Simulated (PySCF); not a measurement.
BMe2(iPr), C5H13B.
SMILES: `CB(C)C(C)C`

The closed-shell ground state was solved at several levels (PySCF, density fitting, gas phase, non-relativistic). The structure is a single PBE0-D3(BJ)/def2-SVP conformer in the gas phase; no vibrational or solvent corrections.

| level | basis functions | total energy (Eh) | HOMO (eV) | LUMO (eV) | gap (eV) | dipole (D) |
| --- | --- | --- | --- | --- | --- | --- |
| B3LYP/pcJ-1 | 292 | -223.2547 | -7.65 | -0.45 | 7.20 | 0.10 |
| B3LYP/pcSseg-1 | 167 | -223.2103 | -7.65 | -0.45 | 7.20 | 0.10 |
| B3LYP/def2-SVPD | 224 | -223.0852 | -7.65 | -0.46 | 7.19 | 0.11 |

Question: Estimate the row for PBE0/pcSseg-1, a basis of 167 functions; the other rows only guide the guess.

Answer: Total energy -222.9065 Eh, HOMO -7.83 eV, LUMO -0.24 eV, gap 7.59 eV, dipole 0.10 D.

Question: How much does the basis alone move the frontier levels among the 3 B3LYP rows?

Answer: The HOMO by 0.00 eV and the LUMO by 0.01 eV. By rising basis size (HOMO, LUMO in eV): pcSseg-1 -7.65, -0.45; def2-SVPD -7.65, -0.46; pcJ-1 -7.65, -0.45.

Question: How far do the dipole and the HOMO energy spread over the levels?

Answer: The dipole runs from 0.10 to 0.11 D (mean 0.10 D) and the HOMO from -7.83 to -7.65 eV.
